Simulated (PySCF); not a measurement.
Record of a relaxation.

C₄H₅FOSi.
SMILES with atom numbers: `[CH:1]#[C:2][Si@@H:3]([OH:4])[C:5](=[CH2:6])[F:7]` (hydrogens: H8 on C1; H9 on Si3; H10 on O4; H11, H12 on C6)

Method: PBE0-D3(BJ)/def2-SVP geometry optimisation, gas phase (PySCF 2.14.0); density fitting, grid level 1; the optimiser is geomeTRIC in internal coordinates, started from a GFN2-xTB structure with every atom displaced at random (about 0.01 Å). 7 of its 19 geometries are shown. The frame can shift and turn from step to step; on so coarse a grid that alone can change the energy by a few meV, and forces under 0.02 eV/Å are noise.

Step 0: E = -16847.0749 eV, largest atomic force 4.130 eV/Å
```
atom  x, y, z in Å  |  force x, y, z in eV/Å
C1      2.491   -1.547    0.059   -2.650   3.168   0.061
C2      1.697   -0.601    0.078    0.816  -0.891   0.058
Si3     0.478    0.812    0.073    0.300  -0.888   0.436
O4      0.809    1.863   -1.129    0.136   0.639  -0.152
C5     -1.221    0.009   -0.146    0.058   0.274  -0.349
C6     -2.085   -0.347    0.791    0.464   0.177   0.427
F7     -1.557   -0.181   -1.443    0.165   0.021  -0.035
H8      3.162   -2.323    0.032    1.505  -1.782  -0.038
H9      0.570    1.639    1.300   -0.035  -0.250   0.152
H10     0.572    1.652   -2.025   -0.114  -0.192  -0.550
H11    -1.850   -0.214    1.839    0.170   0.134   0.329
H12    -3.028   -0.793    0.561   -0.815  -0.409  -0.338
```

Step 3: E = -16847.2208 eV, largest atomic force 0.168 eV/Å
```
atom  x, y, z in Å  |  force x, y, z in eV/Å
C1      2.568   -1.451    0.024   -0.112   0.044   0.040
C2      1.717   -0.583    0.068    0.089   0.041  -0.078
Si3     0.479    0.766    0.090   -0.112   0.031   0.046
O4      0.746    1.870   -1.116    0.023   0.039   0.050
C5     -1.225   -0.001   -0.153    0.005  -0.022   0.053
C6     -2.111   -0.327    0.787   -0.021   0.045  -0.036
F7     -1.507   -0.236   -1.455    0.006  -0.019   0.026
H8      3.309   -2.225   -0.006    0.120  -0.118  -0.007
H9      0.543    1.481    1.386    0.006  -0.003   0.017
H10     0.483    1.596   -1.999   -0.006  -0.018  -0.073
H11    -1.894   -0.129    1.839    0.022  -0.003  -0.040
H12    -3.067   -0.788    0.527   -0.021  -0.018   0.003
```

Step 6: E = -16847.2324 eV, largest atomic force 0.108 eV/Å
```
atom  x, y, z in Å  |  force x, y, z in eV/Å
C1      2.581   -1.431   -0.002    0.103   0.001  -0.031
C2      1.762   -0.530    0.022   -0.069  -0.049   0.047
Si3     0.464    0.767    0.108    0.052   0.027  -0.065
O4      0.696    1.928   -1.056   -0.051  -0.057  -0.010
C5     -1.200   -0.076   -0.151    0.061  -0.002  -0.034
C6     -2.142   -0.302    0.762   -0.039  -0.004  -0.019
F7     -1.387   -0.477   -1.429   -0.012  -0.014   0.052
H8      3.321   -2.214   -0.029   -0.081   0.059   0.007
H9      0.502    1.439    1.428   -0.010  -0.007  -0.001
H10     0.504    1.656   -1.960    0.043   0.033   0.043
H11    -1.992    0.032    1.790    0.007   0.004   0.009
H12    -3.070   -0.820    0.506   -0.004   0.009   0.002
```

Step 9: E = -16847.2451 eV, largest atomic force 0.099 eV/Å
```
atom  x, y, z in Å  |  force x, y, z in eV/Å
C1      2.641   -1.380   -0.016   -0.048   0.018  -0.012
C2      1.771   -0.531    0.039   -0.006  -0.010   0.006
Si3     0.434    0.721    0.126   -0.009  -0.024   0.030
O4      0.678    1.926   -0.982   -0.025   0.095   0.016
C5     -1.197   -0.171   -0.156   -0.049   0.050   0.024
C6     -2.208   -0.238    0.710    0.019  -0.005   0.019
F7     -1.311   -0.750   -1.367    0.008  -0.038  -0.034
H8      3.402   -2.136   -0.069    0.063  -0.036   0.006
H9      0.394    1.366    1.460    0.018   0.004   0.003
H10     0.685    1.695   -1.914    0.029  -0.050  -0.038
H11    -2.115    0.241    1.687   -0.006  -0.001  -0.010
H12    -3.134   -0.770    0.472    0.006  -0.003  -0.009
```

Step 12: E = -16847.2489 eV, largest atomic force 0.080 eV/Å
```
atom  x, y, z in Å  |  force x, y, z in eV/Å
C1      2.670   -1.340   -0.026   -0.054   0.020   0.016
C2      1.764   -0.532    0.056    0.048   0.019  -0.025
Si3     0.408    0.698    0.144   -0.048  -0.031   0.057
O4      0.657    1.923   -0.943   -0.019   0.043  -0.020
C5     -1.200   -0.237   -0.143   -0.045  -0.003   0.006
C6     -2.269   -0.187    0.652    0.024   0.015   0.000
F7     -1.232   -0.999   -1.253    0.029   0.015  -0.034
H8      3.466   -2.059   -0.096    0.045  -0.036   0.002
H9      0.332    1.339    1.478    0.009   0.000   0.004
H10     0.866    1.692   -1.852    0.023  -0.040  -0.023
H11    -2.249    0.433    1.550   -0.009  -0.002   0.004
H12    -3.174   -0.758    0.423   -0.002   0.000   0.013
```

Step 15: E = -16847.2530 eV, largest atomic force 0.065 eV/Å
```
atom  x, y, z in Å  |  force x, y, z in eV/Å
C1      2.662   -1.332    0.007    0.020  -0.032   0.014
C2      1.756   -0.522    0.073   -0.007   0.015   0.002
Si3     0.395    0.709    0.137    0.059   0.014  -0.025
O4      0.663    1.896   -0.993   -0.026  -0.039  -0.006
C5     -1.215   -0.219   -0.149    0.022   0.013  -0.004
C6     -2.276   -0.191    0.656   -0.017  -0.022   0.004
F7     -1.246   -0.946   -1.283   -0.026  -0.005   0.004
H8      3.462   -2.051   -0.045   -0.031   0.029   0.002
H9      0.322    1.379    1.457   -0.006   0.004  -0.001
H10     0.947    1.604   -1.866    0.005   0.017   0.018
H11    -2.248    0.403    1.571    0.006   0.006  -0.002
H12    -3.183   -0.757    0.426    0.003   0.000  -0.006
```

Step 18: E = -16847.2540 eV, largest atomic force 0.021 eV/Å
```
atom  x, y, z in Å  |  force x, y, z in eV/Å
C1      2.644   -1.326    0.082   -0.012   0.000   0.003
C2      1.745   -0.506    0.103    0.004   0.000  -0.002
Si3     0.383    0.722    0.107   -0.011   0.008  -0.005
O4      0.663    1.868   -1.060    0.009  -0.011   0.015
C5     -1.224   -0.217   -0.169   -0.001   0.012  -0.015
C6     -2.279   -0.194    0.645    0.001  -0.003   0.011
F7     -1.264   -0.947   -1.300    0.001  -0.006   0.003
H8      3.437   -2.053    0.067    0.011  -0.006   0.003
H9      0.281    1.426    1.407    0.000   0.002  -0.001
H10     1.083    1.563   -1.870   -0.002   0.004  -0.008
H11    -2.247    0.404    1.557   -0.001   0.001  -0.002
H12    -3.184   -0.767    0.423    0.001  -0.001  -0.004
```

**Question.** Summarise the path.

**Answer.** The energy falls by 0.1790 eV from step 0 to step 18; nine tenths of that is first reached at step 8. It rises by more than 0.2 meV at step 11. The largest force goes from 4.130 to 0.021 eV/Å. Among the bonds C1–H8 changes most, from 1.026 to 1.076 Å; the atoms move by 0.381 Å rms after alignment.

**Question.** Follow the three bonds and two angles with the largest change from start to end.

**Answer.** 
```json
{"step": "0", "E above end (eV)": "0.1790", "largest force (eV/Å)": "4.130", "C1–H8 (Å)": "1.026", "C2–Si3 (Å)": "1.867", "Si3–O4 (Å)": "1.631", "C5–Si3–H9 (°)": "112.8", "O4–Si3–H9 (°)": "103.8"}
{"step": "1", "E above end (eV)": "0.0487", "largest force (eV/Å)": "0.327", "C1–H8 (Å)": "1.084", "C2–Si3 (Å)": "1.845", "Si3–O4 (Å)": "1.655", "C5–Si3–H9 (°)": "110.4", "O4–Si3–H9 (°)": "108.2"}
{"step": "2", "E above end (eV)": "0.0394", "largest force (eV/Å)": "0.160", "C1–H8 (Å)": "1.077", "C2–Si3 (Å)": "1.836", "Si3–O4 (Å)": "1.655", "C5–Si3–H9 (°)": "110.3", "O4–Si3–H9 (°)": "108.1"}
{"step": "3", "E above end (eV)": "0.0332", "largest force (eV/Å)": "0.168", "C1–H8 (Å)": "1.072", "C2–Si3 (Å)": "1.831", "Si3–O4 (Å)": "1.656", "C5–Si3–H9 (°)": "110.4", "O4–Si3–H9 (°)": "108.0"}
{"step": "4", "E above end (eV)": "0.0293", "largest force (eV/Å)": "0.140", "C1–H8 (Å)": "1.073", "C2–Si3 (Å)": "1.832", "Si3–O4 (Å)": "1.658", "C5–Si3–H9 (°)": "110.4", "O4–Si3–H9 (°)": "107.8"}
{"step": "5", "E above end (eV)": "0.0257", "largest force (eV/Å)": "0.072", "C1–H8 (Å)": "1.075", "C2–Si3 (Å)": "1.834", "Si3–O4 (Å)": "1.659", "C5–Si3–H9 (°)": "110.5", "O4–Si3–H9 (°)": "107.8"}
{"step": "6", "E above end (eV)": "0.0215", "largest force (eV/Å)": "0.108", "C1–H8 (Å)": "1.078", "C2–Si3 (Å)": "1.837", "Si3–O4 (Å)": "1.660", "C5–Si3–H9 (°)": "110.3", "O4–Si3–H9 (°)": "107.7"}
{"step": "7", "E above end (eV)": "0.0183", "largest force (eV/Å)": "0.204", "C1–H8 (Å)": "1.080", "C2–Si3 (Å)": "1.838", "Si3–O4 (Å)": "1.660", "C5–Si3–H9 (°)": "109.8", "O4–Si3–H9 (°)": "107.4"}
{"step": "8", "E above end (eV)": "0.0155", "largest force (eV/Å)": "0.153", "C1–H8 (Å)": "1.078", "C2–Si3 (Å)": "1.837", "Si3–O4 (Å)": "1.659", "C5–Si3–H9 (°)": "109.5", "O4–Si3–H9 (°)": "107.3"}
{"step": "9", "E above end (eV)": "0.0089", "largest force (eV/Å)": "0.099", "C1–H8 (Å)": "1.074", "C2–Si3 (Å)": "1.833", "Si3–O4 (Å)": "1.656", "C5–Si3–H9 (°)": "108.5", "O4–Si3–H9 (°)": "106.9"}
{"step": "10", "E above end (eV)": "0.0064", "largest force (eV/Å)": "0.093", "C1–H8 (Å)": "1.074", "C2–Si3 (Å)": "1.833", "Si3–O4 (Å)": "1.655", "C5–Si3–H9 (°)": "108.2", "O4–Si3–H9 (°)": "106.6"}
{"step": "11", "E above end (eV)": "0.0122", "largest force (eV/Å)": "0.100", "C1–H8 (Å)": "1.074", "C2–Si3 (Å)": "1.832", "Si3–O4 (Å)": "1.657", "C5–Si3–H9 (°)": "107.4", "O4–Si3–H9 (°)": "105.7"}
{"step": "12", "E above end (eV)": "0.0051", "largest force (eV/Å)": "0.080", "C1–H8 (Å)": "1.075", "C2–Si3 (Å)": "1.833", "Si3–O4 (Å)": "1.657", "C5–Si3–H9 (°)": "107.9", "O4–Si3–H9 (°)": "106.2"}
{"step": "13", "E above end (eV)": "0.0033", "largest force (eV/Å)": "0.051", "C1–H8 (Å)": "1.076", "C2–Si3 (Å)": "1.834", "Si3–O4 (Å)": "1.658", "C5–Si3–H9 (°)": "108.5", "O4–Si3–H9 (°)": "106.5"}
{"step": "14", "E above end (eV)": "0.0024", "largest force (eV/Å)": "0.031", "C1–H8 (Å)": "1.076", "C2–Si3 (Å)": "1.835", "Si3–O4 (Å)": "1.659", "C5–Si3–H9 (°)": "108.5", "O4–Si3–H9 (°)": "106.6"}
{"step": "15", "E above end (eV)": "0.0010", "largest force (eV/Å)": "0.065", "C1–H8 (Å)": "1.077", "C2–Si3 (Å)": "1.836", "Si3–O4 (Å)": "1.660", "C5–Si3–H9 (°)": "108.4", "O4–Si3–H9 (°)": "106.9"}
{"step": "16", "E above end (eV)": "0.0004", "largest force (eV/Å)": "0.060", "C1–H8 (Å)": "1.077", "C2–Si3 (Å)": "1.835", "Si3–O4 (Å)": "1.661", "C5–Si3–H9 (°)": "108.3", "O4–Si3–H9 (°)": "107.1"}
{"step": "17", "E above end (eV)": "0.0001", "largest force (eV/Å)": "0.038", "C1–H8 (Å)": "1.076", "C2–Si3 (Å)": "1.835", "Si3–O4 (Å)": "1.660", "C5–Si3–H9 (°)": "108.0", "O4–Si3–H9 (°)": "107.4"}
{"step": "18", "E above end (eV)": "0.0000", "largest force (eV/Å)": "0.021", "C1–H8 (Å)": "1.076", "C2–Si3 (Å)": "1.834", "Si3–O4 (Å)": "1.660", "C5–Si3–H9 (°)": "107.9", "O4–Si3–H9 (°)": "107.5"}
```

The cost below is that of the whole optimisation. Time: 78 s of wall time; peak memory 0.53 GiB. Hardware: Intel Xeon 6975P-C, one thread, no GPU, shared host with 128 logical CPUs at a one-minute load of 14.
